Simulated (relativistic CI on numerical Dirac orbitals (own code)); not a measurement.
# Rh⁵⁺: 3p photoemission

Computed with this model: Dirac-Coulomb-Breit CI, separate exchange-only KLI orbitals for each configuration, a model potential for QED, valence Slater integrals scaled by 0.9, multiplet model of photoemission in the sudden approximation; configurations [Kr] 4d4 → [Ne] 3s2 3p5 3d10 4s2 4p6 4d4; 300 K; Lorentzian 1.4 eV and Gaussian 0.6 eV FWHM. Energies are those of the free ion, without screening or charge transfer. The energies are binding energies and can lie tens of eV above those of solids. S is read from ⟨S²⟩ = S(S + 1).

Field parameters in Wybourne normalisation: D4h B²₀ = −7Ds, B⁴₀ = 21(Dq − Dt), B⁴₄ = 21√(5/14) Dq. The field is a parameter set, without covalency.

Computed curve for D4h, 10Dq = 31500, Ds = 2610, Dt = 580 cm⁻¹, scaled to 100 at the maximum (points under 2 are left out and the grid is thinned):

Energy (eV), Intensity and a bar:
```
    581.0        2.0 
    581.4        2.4 
    581.6        2.5 
    582.0        3.0 
    582.4        3.5 
    582.8        4.3 #
    583.0        4.8 #
    583.4        6.0 #
    583.8        7.7 ##
    584.2       10.3 ###
    584.4       12.1 ###
    584.8       17.5 #####
    585.2       27.0 ########
    585.6       44.5 #############
    585.8       57.2 #################
    586.2       85.8 ##########################
    586.6      100.0 ##############################
    587.0       88.4 ##########################
    587.2       78.1 #######################
    587.6       59.7 ##################
    588.0       45.4 #############
    588.4       32.3 #########
    588.6       26.5 ########
    589.0       17.9 #####
    589.4       12.7 ###
    589.8        9.5 ##
    590.0        8.4 ##
    590.4        6.6 #
    590.8        5.4 #
    591.2        4.6 #
    591.4        4.2 #
    591.8        3.6 
    592.2        3.1 
    592.6        2.7 
    592.8        2.5 
    593.2        2.1 
    608.4        2.3 
    608.8        2.8 
    609.0        3.1 
    609.4        4.0 #
    609.8        5.2 #
    610.2        7.2 ##
    610.4        8.7 ##
    610.8       13.1 ###
    611.2       21.4 ######
    611.6       35.9 ##########
    611.8       45.2 #############
    612.2       59.2 ##################
    612.6       54.6 ################
    613.0       37.3 ###########
    613.2       29.2 ########
    613.6       17.7 #####
    614.0       11.3 ###
    614.4        7.7 ##
    614.6        6.5 #
    615.0        4.8 #
    615.4        3.7 #
    615.8        2.9 
    616.0        2.6 
    616.4        2.2
```

The ground state has S = 1.44, and the centroid lies at 595.37 eV.
